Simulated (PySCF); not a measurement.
C3H9OSi, SMILES CCO[SiH]C (connectivity only; charge and spin as stated), charge +1, multiplicity 1.

Geometry optimised at r2SCAN-D4/def2-SVP. The multiplicity is an assumed one; no other spin state was optimised. The isomer is the one that the SMILES or the coordinates give; other isomers of the formula were not compared. Other conformers were not sampled.

Method: PBE0/def2-TZVP in PySCF.

The molecule is in vacuum.

- total energy: -483.94181 hartree
- point group: Cs
- highest occupied level: -13.94 eV
- lowest empty level: -7.22 eV
- orbital gap: 6.72 eV
- dipole moment about the centre of nuclear charge: 2.72 D
- mean static polarisability: 59.7 bohr³ (8.84 Å³)
- polarisability, principal values: 46.8, 59.6, 72.6 bohr³
